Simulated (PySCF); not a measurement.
## `F[C@H]1CCCOCC1`, C6H11FO

Geometry:
| atom | x (Å) | y (Å) | z (Å) |
| --- | --- | --- | --- |
| F1 | -0.511 | -1.864 | -1.157 |
| C2 | -0.812 | -1.304 | 0.077 |
| C3 | 0.492 | -1.059 | 0.839 |
| C4 | 1.503 | -0.240 | 0.033 |
| C5 | 1.300 | 1.275 | 0.168 |
| O6 | -0.042 | 1.698 | 0.246 |
| C7 | -0.918 | 1.140 | -0.708 |
| C8 | -1.677 | -0.066 | -0.143 |
| H9 | -1.405 | -2.069 | 0.598 |
| H10 | 0.931 | -2.032 | 1.070 |
| H11 | 0.255 | -0.555 | 1.777 |
| H12 | 1.437 | -0.540 | -1.014 |
| H13 | 2.514 | -0.469 | 0.372 |
| H14 | 1.745 | 1.633 | 1.100 |
| H15 | 1.805 | 1.778 | -0.672 |
| H16 | -1.643 | 1.925 | -0.948 |
| H17 | -0.388 | 0.867 | -1.627 |
| H18 | -2.482 | -0.330 | -0.832 |
| H19 | -2.114 | 0.221 | 0.813 |

The calculation used PySCF 2.14.0, GIAO B3LYP/pcSseg-1 magnetisability, rotational g tensor and spin-rotation constants, non-relativistic, gas phase. Geometry: GFN2-xTB.

(1) Give the nuclear spin-rotation constants along the inertial axes (H = +C I·J) beside the isotropic shieldings.

(2) How do the rotational constants and the g tensor change when H9, H10, H11, H12, H13, H14, H15, H16, H17, H18, H19 are replaced by deuterium?

Results:

(1) Rotational constants 2.9269, 1.9529, 1.4483 GHz. A star marks the isotopologue with that one atom substituted, in its own axes.
| atom | isotope | Caa (kHz) | Cbb (kHz) | Ccc (kHz) | mean (kHz) | σ (ppm) |
| --- | --- | --- | --- | --- | --- | --- |
| F1 | 19F | 1.225 | 0.593 | 1.112 | 0.977 | 385.7 |
| H9 | 1H | 0.005 | -0.182 | -0.053 | -0.076 | 26.7 |
| H10 | 1H | -0.173 | -0.022 | -0.161 | -0.119 | 29.7 |
| H11 | 1H | -0.222 | -0.214 | -0.009 | -0.148 | 30.1 |
| H12 | 1H | -0.233 | -0.195 | 0.008 | -0.140 | 29.3 |
| H13 | 1H | -0.307 | 0.046 | -0.167 | -0.143 | 30.4 |
| H14 | 1H | -0.097 | -0.179 | -0.036 | -0.104 | 28.0 |
| H15 | 1H | -0.199 | -0.208 | 0.041 | -0.122 | 27.9 |
| H16 | 1H | -0.261 | 0.076 | -0.143 | -0.109 | 27.9 |
| H17 | 1H | -0.314 | -0.160 | 0.049 | -0.141 | 28.1 |
| H18 | 1H | -0.169 | -0.066 | -0.139 | -0.125 | 29.9 |
| H19 | 1H | -0.320 | -0.202 | 0.029 | -0.164 | 30.1 |
| C2 | 13C* | 0.863 | 0.559 | 0.302 | 0.575 | 87.8 |
| C3 | 13C* | 0.509 | 0.341 | 0.246 | 0.365 | 148.4 |
| C4 | 13C* | 0.440 | 0.295 | 0.255 | 0.330 | 157.5 |
| C5 | 13C* | 0.743 | 0.358 | 0.374 | 0.491 | 108.5 |
| O6 | 17O* | -0.199 | -0.225 | -0.123 | -0.182 | 287.7 |
| C7 | 13C* | 0.612 | 0.435 | 0.337 | 0.461 | 115.5 |
| C8 | 13C* | 0.545 | 0.387 | 0.269 | 0.400 | 137.2 |

For the geometry as given, no vibrational averaging.

(2) Constants 2.3522, 1.7201, 1.2632 GHz; g -0.0109, -0.0108, -0.0088, against -0.0127, -0.0124, -0.0103 before.
